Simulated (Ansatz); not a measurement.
One change: `SC[SiH2]S` becomes `CC[SiH2]S`.

Ansatz, PBE0-D4/def2-TZVP geometries, multiplicity 1. Each molecule was computed in one conformer, which needn't be the lowest.

```json
{"property": "LUMO energy (PBE0/def2-TZVPP) / eV", "`SC[SiH2]S`": "0.17"}
{"property": "LUMO energy (B3LYP/def2-TZVPP) / eV", "`SC[SiH2]S`": "-0.09"}
{"property": "HOMO–LUMO gap (ωB97M-V/def2-TZVPP) / eV", "`SC[SiH2]S`": "10.97"}
{"property": "HOMO energy (PBE0/def2-TZVPP) / eV", "`SC[SiH2]S`": "-6.90"}
{"property": "HOMO energy (ωB97M-V/def2-TZVPP) / eV", "`SC[SiH2]S`": "-9.10"}
{"property": "HOMO energy (PBE/def2-TZVPP) / eV", "`SC[SiH2]S`": "-5.68"}
```

**Question.** Give the same properties after the change, and the shifts. (Estimate.)

**Answer.** Computed: 
| property | `CC[SiH2]S` | shift |
| --- | --- | --- |
| LUMO energy (PBE0/def2-TZVPP) / eV | 0.41 | 0.24 |
| LUMO energy (B3LYP/def2-TZVPP) / eV | 0.12 | 0.21 |
| HOMO–LUMO gap (ωB97M-V/def2-TZVPP) / eV | 11.55 | 0.58 |
| HOMO energy (PBE0/def2-TZVPP) / eV | -7.28 | -0.38 |
| HOMO energy (ωB97M-V/def2-TZVPP) / eV | -9.48 | -0.38 |
| HOMO energy (PBE/def2-TZVPP) / eV | -6.06 | -0.38 |

With PBE0 the HOMO falls by 0.38 eV and the LUMO rises by 0.24 eV, so the gap widens by about 0.62 eV. PBE moves the HOMO by -0.38 eV and ωB97M-V by -0.38 eV. The zero-point energy changes by 74.2 kJ/mol with +6 modes.

B3LYP here is the variant with VWN-RPA as its local correlation; programs differ in this.
